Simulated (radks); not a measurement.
Coulomb parameter of the 4f shell of the praseodymium ion Pr2+ in the model configuration [Xe] 4f1 6p2, as a second difference U = [E(n + 0.5) + E(n - 0.5) - 2 E(n)] / (0.5)^2 with all orbitals relaxed. "Bare": the charge of the atom changes with n. "Screened": the 6p shell takes up the change at fixed total charge, which measures U(4f,4f) + U(6p,6p) - 2 U(4f,6p). Method: Dirac Kohn-Sham, LDA (Slater exchange, Perdew-Wang correlation), spin-unpolarised, spherical densities, finite nucleus; open shells are shared between the two j in proportion to 2j + 1; Fermi nuclear charge, rms radius 4.8919 fm; computed with a radial shooting solver on a logarithmic mesh with Libxc functionals.

case,configuration,E - E(n) (eV)
start,[Xe] 4f1 6p2,0.000
bare +0.5,[Xe] 4f1.5 6p2,-14.561
bare -0.5,[Xe] 4f0.5 6p2,19.053
screened +0.5,[Xe] 4f1.5 6p1.5,-8.785
screened -0.5,[Xe] 4f0.5 6p2.5,11.134

U(bare) = 17.970 eV, U(screened by 6p) = 9.396 eV.
